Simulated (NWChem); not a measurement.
Species: GeF3 cation

```xyz
4

F      1.1825     1.1825     0.0000
Ge     0.0000     0.0000     0.0000
F     -1.6153     0.4328     0.0000
F      0.4328    -1.6153     0.0000
```
Atoms are numbered in this order, from 1.

Computed with NWChem. All runs use the structure optimised with B3LYP/6-31G* (spherical d). B3LYP is NWChem's, with the RPA form of VWN correlation. Total energies compare along this basis series because the functional is fixed.

```csv
level,basis functions,energy (Ha),highest occupied level (eV),orbital gap (eV)
B3LYP/cc-pVDZ,69,-2376.2384,-19.44,7.87
B3LYP/aug-cc-pVDZ,105,-2376.2750,-19.62,7.98
B3LYP/cc-pVTZ,133,-2376.4367,-19.60,8.08
B3LYP/aug-cc-pVTZ,197,-2376.4432,-19.61,8.09
B3LYP/cc-pVQZ,233,-2376.4716,-19.60,8.09
```
